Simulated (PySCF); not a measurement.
W(O)(NH)(NH2)(Me) (CH6N2OW), SMILES [CH3][W](=[NH])([NH2])=[O], multiplicity 1.

The structure is a stationary point at B3LYP-D3(BJ)/def2-SVP. The multiplicity is an assumed one; no other spin state was optimised. The structure was generated by enumeration; whether it is a known compound was not checked. The def2 effective core potentials stand for the cores of W; spin–orbit coupling is left out. The values are those of a single conformer.

The numbers are results of HF/def2-TZVP in PySCF, not measurements.

Isolated molecule, no solvent.

Problem. Estimate the frontier levels, gap, dipole moment and polarisability. (The exact figures need the calculation; the answer reports its results.)

Solution. 
The highest occupied level is -11.05 eV and the lowest empty level is 2.29 eV. The orbital gap is 13.34 eV. The dipole moment is 3.08 D. The quadrupole, principal values (traceless, Buckingham form, about the centre of nuclear charge) is -12.72, 1.83, 10.89 D·Å and the mean static polarisability comes out as 66.1 bohr³ (9.79 Å³). The polarisability, principal values comes out as 60.5, 66.6, 71.2 bohr³.
